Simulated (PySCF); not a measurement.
Species: C9H12O2.
Structure used (GFN2-xTB), in Å, numbered top down from 1:
```xyz
23
C9H12O2 angstrom
C     -3.067   -1.065    0.820
C     -1.934   -0.825    0.187
C     -1.372    0.559   -0.024
C     -0.546    0.641   -1.306
C      0.674   -0.250   -1.265
O      1.064   -0.863   -2.225
C      1.373   -0.311    0.085
C      2.890   -0.345   -0.104
C      0.948    0.835    1.002
C     -0.545    0.900    1.210
O     -1.050    1.195    2.261
H     -3.671   -0.269    1.221
H     -3.430   -2.067    0.970
H     -1.331   -1.635   -0.201
H     -2.205    1.268   -0.060
H     -0.193    1.666   -1.456
H     -1.154    0.372   -2.172
H      1.066   -1.260    0.543
H      3.391   -0.529    0.843
H      3.242    0.603   -0.506
H      3.154   -1.133   -0.804
H      1.438    0.751    1.974
H      1.254    1.790    0.563
```

NICS = −σ at a ghost point: NICS(0) at the centroid of the ring atoms, NICS(1) 1 Å to either side along the normal of their mean plane, zz for the tensor component along that normal. Level: GIAO PBE0/pcSseg-1 (PySCF, non-relativistic, gas phase) on the GFN2-xTB geometry, one conformer.

Ring bond lengths (Å), with Mayer bond orders in brackets: C3–C4 1.527 (1.03), C4–C5 1.512 (1.00), C5–C7 1.521 (0.90), C7–C9 1.528 (0.98), C9–C10 1.509 (1.01), C10–C3 1.524 (0.90).

**Question.** What do the NICS probes read (ppm)?

**Answer.** 
```json
{"ring": "C3–C4–C5–C7–C9–C10", "type": "6-membered carbocycle; formal bonds all single", "NICS(0)": "3.3", "NICS(1), two faces": "-1.6 / -0.9", "NICS(1)zz, two faces": "-0.9 / 2.7", "rms pucker (Å)": "0.28", "centre to ring atoms, mean (Å)": "1.47"}
```

**Question.** What can be read from them?

**Answer.** 
- C3–C4–C5–C7–C9–C10: mean NICS(1)zz 0.9 ppm, near zero. C3, C4, C7, C9 have four or more neighbours, and the NICS criterion for π rings isn't applied. The two faces differ by 3.6 ppm, so no symmetry operation interchanges them.

**Question.** What is the mean of the two in-plane components of NICS at the second NICS(1) probe listed for ring C3–C4–C5–C7–C9–C10, 1 Å off the ring?

**Answer.** The isotropic value is a third of the trace: (3 × -0.9 − (2.7))/2 = -2.7 ppm.

**Question.** How shielded are the nuclei of the rings and their hydrogens (means over atoms taken as equivalent)?

**Answer.** 
```tsv
atoms	environment	σ isotropic (ppm)
C3	sp3 carbon next to a carbonyl	131.3
C4	sp3 carbon next to a carbonyl	141.7
C5	ketone carbonyl carbon	-30.7
C7	sp3 carbon next to a carbonyl	145.2
C9	sp3 carbon next to a carbonyl	139.0
C10	ketone carbonyl carbon	-26.0
H15	methine hydrogen	28.51
H16	methylene hydrogen	28.84
H17	methylene hydrogen	28.99
H18	methine hydrogen	29.41
H22	methylene hydrogen	29.17
H23	methylene hydrogen	29.20
```
